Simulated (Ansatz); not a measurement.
`CC(C)[NH][Ti]([OH])([OH])[NH]C(C)C` and `CC(C)[NH][Zr]([OH])([OH])[NH]C(C)C` differ in one element.

Ansatz, PBE0-D4/def2-TZVP geometries, multiplicity 1. Each molecule was computed in one conformer, which needn't be the lowest.

Elements past krypton have def2 core potentials. Scalar relativity is left out up to krypton.

| property | `CC(C)[NH][Ti]([OH])([OH])[NH]C(C)C` |
| --- | --- |
| LUMO energy (PBE0/def2-TZVPP) / eV | -0.84 |
| HOMO energy (PBE/def2-TZVPP) / eV | -4.97 |
| size of the dipole moment (ωB97M-V/def2-TZVPP) / D | 0.76 |
| HOMO–LUMO gap (B3LYP/def2-TZVPP) / eV | 4.89 |
| HOMO–LUMO gap (PBE/def2-TZVPP) / eV | 3.07 |
| size of the dipole moment (PBE/def2-TZVPP) / D | 0.70 |

Task: Give the same properties after the change, and the shifts. (Estimate.)

Result: Ansatz gave: 
```
                                          property  `CC(C)[NH][Zr]([OH])([OH])[NH]C(C)C`  shift
                LUMO energy (PBE0/def2-TZVPP) / eV                                  0.09   0.93
                 HOMO energy (PBE/def2-TZVPP) / eV                                 -4.95   0.02
size of the dipole moment (ωB97M-V/def2-TZVPP) / D                                  0.57  -0.19
             HOMO–LUMO gap (B3LYP/def2-TZVPP) / eV                                  5.85   0.96
               HOMO–LUMO gap (PBE/def2-TZVPP) / eV                                  4.30   1.23
    size of the dipole moment (PBE/def2-TZVPP) / D                                  0.48  -0.22
```

Dipoles are sizes alone; their direction can turn.

B3LYP here is the variant with VWN-RPA as its local correlation; programs differ in this.
